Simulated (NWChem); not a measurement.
Species: C2H8BN; SMILES CN(C)B

```xyz
12

B      0.0000     0.0000     1.5437
H      1.0463     0.0000     2.1259
H     -1.0463     0.0000     2.1259
N      0.0000     0.0000     0.1507
C     -1.2171     0.0000    -0.6522
C      1.2171     0.0000    -0.6522
H     -1.2595     0.8870    -1.3004
H     -1.2595    -0.8870    -1.3004
H     -2.0909     0.0000     0.0014
H      1.2595    -0.8870    -1.3004
H      1.2595     0.8870    -1.3004
H      2.0909     0.0000     0.0014
```
Atoms are numbered in this order, from 1.

All runs: NWChem. Structure relaxed at the B3LYP/6-31G* (spherical d) level. Vertical excitations in the gas phase.

**Question.** What does the run give for B3LYP/def2-SVP, full TDDFT? Quantities: lowest excitation, singlet (eV); oscillator strength of that lowest state; orbital gap (eV).

**Answer.** 
* **lowest excitation, singlet (eV)**: 7.06
* **oscillator strength of that lowest state**: 0.303
* **orbital gap (eV)**: 7.38
